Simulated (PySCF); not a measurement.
# Carbon: a sound run and one with changed settings

Sound run: C²⁺ [He] 2s2, C³⁺ [He] 2s1. All numbers are calculated (PySCF 2.14, no relativity, point nucleus, in def2-SVP (3s2p1d, 14 functions)). In the sound run the correlated levels freeze 1s2. The sound run starts from symmetry-adapted Hartree-Fock orbitals and uses a fine grid where one is needed.

Changed run: all electrons correlated in a basis built for the valence shell.

| species | method | sound run (hartree) | changed run (hartree) | converged |
| --- | --- | --- | --- | --- |
| C²⁺ | MP2 | -36.39095 | -36.39235 | yes |
| C²⁺ | CCSD(T) | -36.42400 | -36.42499 | yes |
| C³⁺ | MP2 | n/a | -34.68146 | yes |
| C³⁺ | CCSD(T) | n/a | -34.68153 | yes |

Ionisation energy of C²⁺:

| method | sound run (eV) | changed run (eV) |
| --- | --- | --- |
| UHF | 45.453 | 45.453 |
| MP2 | 46.544 | 46.556 |
| SCS-MP2 | 46.762 | 46.776 |
| CCSD | 47.443 | 47.441 |
| CCSD(T) | 47.443 | 47.442 |

A valence basis has no tight correlating functions, so it recovers only part of the core correlation, and not evenly between atom and ion.

For comparison, NIST gives 47.888 eV between the lowest levels.
